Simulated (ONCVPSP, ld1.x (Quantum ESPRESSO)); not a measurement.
# Pseudopotentials across the periodic table

Generated with ld1.x 7.5 (TM, RRKJ, ultrasoft, PAW), atompaw 4.2 or ONCVPSP 4.0.1. The cutoff is in Ry: for ld1.x and atompaw files where the sum of valence levels is converged to 10 mRy in a Bessel basis, for ONCV files where the hardest occupied wave has 1 mHa per electron of residual kinetic energy. The error is the largest all-electron minus pseudo excitation energy over each file’s own four to seven test configurations (ionisations up to +4, promotions, holes and added fractions of an electron), all of which were solved. The labels leave out finer settings (local radius, basis sizes, second energies), which also bear on the numbers. Spin-polarised tests are not counted. The rows are a selection from randomly drawn settings: files with unsolved tests, undetermined cutoffs or missed reference levels are left out.

A true bound ghost makes a file unfit for plane-wave use even where its test errors are small: the radial tests pick states by their node count and pass the ghost by.

```tsv
element	potential	cutoff (Ry)	largest error (meV)	bound ghosts
F	ONCV, PBE, scalar-relativistic, rc 0.70/1.55 (sp), local smoothed, core correction yes, reference 2s1 2p6, qcut 10.7/7.4, projectors 2/1	108	+2528	none
Ar	TM, PBE, scalar-relativistic, rc 1.15/1.25/1.30 (spd), local s, core correction yes, reference 3s2 3p6	60	+205	none
Cr	ONCV, PBEsol, scalar-relativistic, rc 1.30/1.25/1.35 (spd), local smoothed, core correction yes, reference 3s2 3p6 3d4 4s2, qcut 7.6/9.5/9.8, projectors 2/2/2	93	+9.3	none
Mo	ONCV, PBE, fully relativistic, rc 1.60/2.10/2.05/1.60 (spdf), local f, core correction yes, reference 4s2 4p6 4d5 5s1, qcut 7/6.6/8/6.8, projectors 2/2/1/0	38	+3.8	none
Tb	ONCV, PBE, fully relativistic, rc 1.35/2.55/2.25 (spd), local smoothed, core correction yes, reference 5s2 5p6 5d1, qcut 4.7/4.5/3.6, projectors 2/2/3	141	+44	s
Pt	ONCV, PBE, fully relativistic, rc 1.30/1.45/2.40/0.95 (spdf), local smoothed, core correction no, reference 4f14 5s2 5p6 5d9 6s1, qcut 8.2/9.6/5.8/19.5, projectors 2/2/2/2	317	+64	s, p3/2
Au	ONCV, PBE, fully relativistic, rc 2.20/1.45/1.45 (spd), local smoothed, core correction no, reference 5p6 5d9 6s2, qcut 2.6/9.4/5.7, projectors 2/2/2	68	-69	s
Pb	TM semilocal, PBEsol, scalar-relativistic, rc 1.85/2.25/2.00 (spd), local d, core correction yes, reference 6s2 6p2	21	-649	none
```

Fill in the row for In: TM, PBE, scalar-relativistic, rc 1.85/2.40 (sp), local p, core correction yes, reference 5s2 5p1.

cutoff 18 Ry, largest error -204 meV, bound ghosts: none.
